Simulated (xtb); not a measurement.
HO, doublet, from a rough starting geometry; GFN2-xTB (xtb).

Here is a job for xtb.
```
$ xtb mol.xyz --gfn 2 --uhf 1 --opt vtight --json

# file mol.xyz
2

O     -0.05183539    -0.00417132     0.50733830
H      0.04203115     0.01450884    -0.47163361
```

### Question
Write the output that xtb gives for this input, abridged.

### Answer

```
   ID    Z sym.   atoms
    1    8 O      1
    2    1 H      2

           -------------------------------------------------
          |                Calculation Setup                |
           -------------------------------------------------

           -------------------------------------------------
          |                 G F N 2 - x T B                 |
           -------------------------------------------------

          ...................................................
          :                      SETUP                      :
          :.................................................:
          :  # basis functions                   5          :
          :  # atomic orbitals                   5          :
          :  # shells                            3          :
          :  # electrons                         7          :
          :  max. iterations                   250          :
          :  Hamiltonian                  GFN2-xTB          :
          :  restarted?                      false          :
          :  GBSA solvation                  false          :
          :  PC potential                    false          :
          :  electronic temp.          300.0000000     K    :
          :  accuracy                    1.0000000          :
          :  -> integral cutoff          0.2500000E+02      :
          :  -> integral neglect         0.1000000E-07      :
          :  -> SCF convergence          0.1000000E-05 Eh   :
          :  -> wf. convergence          0.1000000E-03 e    :
          :  Broyden damping             0.4000000          :
          :  net charge                          0          :
          :  unpaired electrons                  1          :
          ...................................................

 iter      E             dE          RMSdq      gap      omega  full diag
   1     -4.4413708 -0.444137E+01  0.372E+00   16.06       0.0  T
   2     -4.4414093 -0.384964E-04  0.224E+00   15.99       1.0  T
   3     -4.4414389 -0.296844E-04  0.918E-02   15.90       1.0  T
   4     -4.4414399 -0.941407E-06  0.199E-02   15.92       3.6  T
   5     -4.4414400 -0.853715E-07  0.103E-02   15.92       6.9  T
   6     -4.4414400 -0.174948E-07  0.594E-05   15.92    1190.1  T
   7     -4.4414400 -0.730971E-12  0.424E-06   15.92   16663.9  T

   *** convergence criteria satisfied after 7 iterations ***

         :::::::::::::::::::::::::::::::::::::::::::::::::::::
[...]
         :: total energy              -4.428054104700 Eh    ::
 * total energy  :    -4.4280541 Eh     change        0.9769963E-14 Eh
 * total energy  :    -4.4283502 Eh     change       -0.2960693E-03 Eh
 * total energy  :    -4.4283748 Eh     change       -0.2464435E-04 Eh
 * total energy  :    -4.4283749 Eh     change       -0.1221986E-06 Eh
 * total energy  :    -4.4283750 Eh     change       -0.4833785E-07 Eh
   *** GEOMETRY OPTIMIZATION CONVERGED AFTER 5 ITERATIONS ***
         :: total energy              -4.428374988924 Eh    ::
[...]

         #    Occupation            Energy/Eh            Energy/eV
      -------------------------------------------------------------
         1        2.0000           -0.7066870             -19.2299
         2        2.0000           -0.5842470             -15.8982
         3        1.5000           -0.4992826             -13.5862
         4        1.5000           -0.4992826             -13.5862 (HOMO)
         5                          0.1206679               3.2835 (LUMO)
      -------------------------------------------------------------
                  HL-Gap            0.6199505 Eh           16.8697 eV
             Fermi-level           -0.3442950 Eh           -9.3687 eV

     #   Z          covCN         q      C6AA      α(0)
     1   8 O        0.805    -0.331    20.367     6.049
     2   1 H        0.805     0.331     0.635     1.252

 Mol. C6AA /au·bohr⁶  :         28.057279
 Mol. C8AA /au·bohr⁸  :        528.887187
 Mol. α(0) /au        :          7.301447

Wiberg/Mayer (AO) data.
largest (>0.10) Wiberg bond orders for each atom

 ---------------------------------------------------------------------------
     #   Z sym  total        # sym  WBO       # sym  WBO       # sym  WBO
 ---------------------------------------------------------------------------
     1   8 O    0.891 --     2 H    0.891
     2   1 H    0.891 --     1 O    0.891
 ---------------------------------------------------------------------------

Topologies differ in total number of bonds
Writing topology from bond orders to xtbtopo.mol

molecular dipole:
                 x           y           z       tot (Debye)
 q only:        0.057       0.011      -0.599
   full:        0.078       0.015      -0.810       2.069
molecular quadrupole (traceless):
                xx          xy          yy          xz          yz          zz
 q only:        0.019       0.001       0.021       0.011      -0.008      -0.040
  q+dip:        0.046       0.001       0.049       0.021      -0.010      -0.095
   full:        0.117       0.000       0.122       0.042      -0.006      -0.239

optimized geometry written to: xtbopt.xyz

           -------------------------------------------------
          | TOTAL ENERGY               -4.428374988924 Eh   |
          | GRADIENT NORM               0.000000111345 Eh/α |
          | HOMO-LUMO GAP              16.869711753065 eV   |
           -------------------------------------------------

normal termination of xtb
```
